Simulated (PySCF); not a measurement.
BeI2, SMILES [Be]([I])[I]. Atoms are numbered in the order given.

```xyz
3

Be     0.0000     0.0000     0.0000
I      0.0000     0.0000    -2.1655
I      0.0000     0.0000     2.1655
```

Geometry optimised at B3LYP-D3(BJ)/def2-TZVP. The def2 effective core potentials stand for the cores of I; spin–orbit coupling is left out.

Level of theory: C-PCM-PBE0/def2-SVP (PySCF).

The values are the electrostatic part of the solvation free energy, E(continuum) − E(gas) at the gas-phase geometry, in a cavity of scaled van der Waals radii (PySCF's table); cavitation and dispersion terms are not included. A continuum can't describe solvent molecules that bind to the metal. In vacuum the orbital gap is 6.90 eV. The dipole moment in vacuum is 0.00 D.

```csv
solvent,ε,ΔG(elec) (kcal/mol),dipole (D),gap (eV)
water,78.36,-3.8,0.00,7.20
2-propanol,19.26,-3.6,0.00,7.19
acetonitrile,35.69,-3.7,0.00,7.19
```
